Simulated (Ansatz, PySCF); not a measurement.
System: H$_{2}$Te$_{2}$, charge 0, multiplicity 1. SMILES: [TeH][TeH]
Geometry from a B3LYP-D3(BJ)/def2-TZVP (Ansatz, a first-principles code) optimisation:
```
Te
H 1 1.6675
Te 1 2.7310 2 95.57
H 3 1.6675 1 95.57 2 -89.92
```
Charge 0, spin multiplicity 1.

Property: vertical ionisation energy (to the doublet state of charge +1; each state is the SCF solution reached for its spin), in eV. Cores are frozen in the correlated levels unless marked. Open shells are spin-unrestricted. No spin-orbit coupling. Frozen are the shells of the preceding noble gas and the d and f shells that filled before the atom's block. Past Kr the def2 sets carry scalar-relativistic core potentials. CBS marks a two-point X^-3 extrapolation of the correlation energy; Hartree-Fock from the larger set. [CCSD(T)-MP2]/basis is that difference in the basis named.

```tsv
level	program	vertical ionisation energy (eV)	minus last row
HF/def2-SVPD	Ansatz	7.83	-0.98
PBE/def2-TZVPD	Ansatz	8.40	-0.41
PBE0/def2-TZVPD	Ansatz	8.63	-0.18
M06-2X/def2-TZVPD	PySCF	8.49	-0.32
wB97M-V/def2-TZVPD	Ansatz	8.69	-0.12
wB97X-V/def2-TZVPD	Ansatz	8.75	-0.06
RI-MP2/def2-QZVPPD	Ansatz	8.75	-0.06
SCS-MP2/def2-SVPD	Ansatz	8.50	-0.31
CCSD/def2-SVPD	Ansatz	8.47	-0.34
RI-MP2/CBS(def2-TZVPPD,def2-QZVPPD)+[CCSD(T)-MP2]/def2-TZVPPD	Ansatz	8.81	0.00
```

For comparison, minus the highest occupied orbital energy (PySCF): 7.78 eV at M06-2X/def2-TZVPD, 6.72 eV at PW6B95/def2-TZVPD, 6.16 eV at TPSSh/def2-TZVPD.
